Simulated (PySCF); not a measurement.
**Al³⁺ (aluminium, charge +3) across methods**

[Ne], closed-shell 1S. Computed with PySCF 2.14 in aug-cc-pV(Q+d)Z with one added diffuse shell each of s, p, d, f, g type (8s7p6d4f3g, 114 functions), with the non-relativistic Hamiltonian (point nucleus).

| method | E (hartree) | mean ε 1s (eV) | mean ε 2s (eV) | mean ε 2p (eV) | Σ⟨r²⟩ (bohr²) | ⟨S²⟩ |
| --- | --- | --- | --- | --- | --- | --- |
| r2SCAN0 | -240.3867 | -1572.7 | -151.43 | -110.27 | 3.657 | 0.000 |
| M06-2X | -240.3861 | -1584.3 | -154.41 | -113.79 | 3.673 | 0.000 |
| UHF | -239.99991 | -1627.4 | -167.49 | -121.80 | 3.638 | 0.000 |
| LDA | -239.3416 | -1537.1 | -141.86 | -104.62 | 3.706 | 0.000 |
| r2SCAN | -240.3910 | -1554.3 | -145.88 | -106.07 | 3.665 | 0.000 |
| PBE | -240.2608 | -1544.5 | -142.53 | -104.57 | 3.695 | 0.000 |
| PBE0 | -240.2907 | -1565.3 | -149.09 | -109.18 | 3.676 | 0.000 |

**Question.** Estimate the same row for M06.

**Answer.** E (hartree) = -240.4199; mean ε 1s (eV) = -1565.5; mean ε 2s (eV) = -149.84; mean ε 2p (eV) = -109.56; Σ⟨r²⟩ (bohr²) = 3.659; ⟨S²⟩ = 0.000.
